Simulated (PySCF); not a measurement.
**Dipole response of Co (cobalt, neutral)**

[Ar] 3d9, 2D determinant (an excited configuration). Computed with PySCF 2.14 in aug-cc-pVTZ, with no relativity, point nucleus. Coupled (time-dependent) response in atomic units; α is the mean over directions.

| method | mean α (bohr³) | α xx, yy, zz | C₆ (like pair) | S(−4) |
| --- | --- | --- | --- | --- |
| B3LYP | 48.76 | 38.66, 38.66, 68.96 | 148.5 | 19250 |

S(−4) is the Cauchy moment in α(ω) = α(0) + S(−4) ω² + …

α(iu) at B3LYP:

```csv
u (hartree),α(iu) (bohr³)
0,48.76
0.0500,29.75
0.100,17.49
0.200,9.432
0.300,6.959
0.500,5.115
0.750,4.010
1.00,3.246
1.50,2.206
2.00,1.574
3.00,0.9151
5.00,0.4285
```

The components differ because the open shell of this determinant is not spherical; for a pure term their mean is the scalar polarisability.
